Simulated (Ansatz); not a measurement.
Ansatz results at the PBE0-D4/def2-TZVP geometry: HOMO energy (ωB97M-V/def2-TZVPP) -7.94 eV; size of the dipole moment (B3LYP/def2-TZVPP) 2.40 D; size of the dipole moment (PBE/def2-TZVPP) 2.30 D.

Task: Which molecule gave them?
A. `C=CN([SiH3])C=O`
B. `C=N/C([SiH3])=C\O`
C. `C/C=C1\N[SiH2]O1`
D. `BC(=C)BO`

Result: C. The others give `BC(=C)BO`: -10.65, 1.64, 1.49; `C=CN([SiH3])C=O`: -9.21, 3.08, 2.92; `C=N/C([SiH3])=C\O`: -8.47, 2.80, 2.81.

B3LYP here is the variant with VWN-RPA as its local correlation; programs differ in this.
